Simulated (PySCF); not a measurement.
# Energy of Lu²⁺ (lutetium, charge +2) between two integer charges

The 6s alpha orbital of [Xe] 4f14 6s1 is emptied in steps (occupation f), with all orbitals relaxed, ending at [Xe] 4f14. Calculation: PySCF 2.14, in def2-SVP with the def2 core potential (28 electrons) (10s7p4d3f1g, 81 functions); scalar relativity through the core potential. The exact energy is a straight line in f; departures are measured from the line between the end points of the same method.

```
  f  BHandHLYP (eV)
  1           0.000
0.8          -0.269
0.6          -0.405
0.4          -0.408
0.2          -0.275
  0           0.000
```

```
   method  E(f=0) − E(f=1) (eV)  −ε at f=1 (eV)  −ε at f=0.4 (eV)
BHandHLYP                20.918          19.243            21.238
```

Orbital energy along the path (eV):

```csv
f,BHandHLYP
1,-19.243
0.8,-19.906
0.6,-20.570
0.4,-21.238
0.2,-21.924
0,-22.684
```

Reference removal energy between the ground levels: 20.959 eV (measured; NIST Atomic Spectra Database, ionization energies).
